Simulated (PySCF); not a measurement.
# Diatomics of Se with the 4d metals

PBE with triple-zeta basis sets in PySCF, for the lowest determinant that a PBE0 search found; no spin–orbit coupling. De refers to high-spin ground-configuration atoms. A positive dipole means M(−)Se(+).

| M | basis | state (unpaired electrons) | Re (Å) | ωe (cm⁻¹) | De (eV) | μ (D) |
| --- | --- | --- | --- | --- | --- | --- |
| Y | x2c-TZVPPall | doublet (σ ↑) | 2.410 | 335 | 5.19 | -5.90 |
| Zr | def2-TZVPP | triplet (σ ↑, δ ↑) | 2.335 | 358 | n/a | -4.94 |
| Nb | def2-TZVPP | quartet (σ ↑, δ ↑↑) | 2.275 | 367 | 5.19 | -4.01 |
| Tc | x2c-TZVPPall | sextet (σ ↑, π ↑↑, δ ↑↑) | 2.259 | 343 | n/a | -3.75 |
| Ru | def2-TZVPP | quintet (σ ↑, π ↑↑, δ ↑) | 2.222 | 345 | 4.22 | -3.27 |
| Rh | x2c-TZVPPall | quartet (σ ↑, π ↑↑) | 2.199 | 336 | 3.95 | -2.44 |
| Pd | x2c-TZVPPall | triplet (π ↑↑) | 2.239 | 298 | 3.03 | -1.88 |
| Ag | x2c-TZVPPall | doublet (π ↑) | 2.399 | 229 | 2.30 | -3.35 |

The shortest bond is that of RhSe (2.199 Å), the longest that of YSe (2.410 Å).

The rows differ in basis set, which adds steps of its own.

The state changes along the series, so neighbouring rows are not always alike in their bonding.

De is left out where the level can put another filling of the metal’s s and d shells below the measured ground configuration, by anything from nothing to about 1 eV. The metal atom is held in its measured ground configuration; semilocal functionals can put another filling of s and d lower by some tenths of an eV, and De to that atom would be smaller. Spin–orbit coupling is left out, which matters for elements this heavy, above all for dissociation energies. With d or f electrons several states lie close, and the lowest PBE0 determinant need not be the measured ground state.
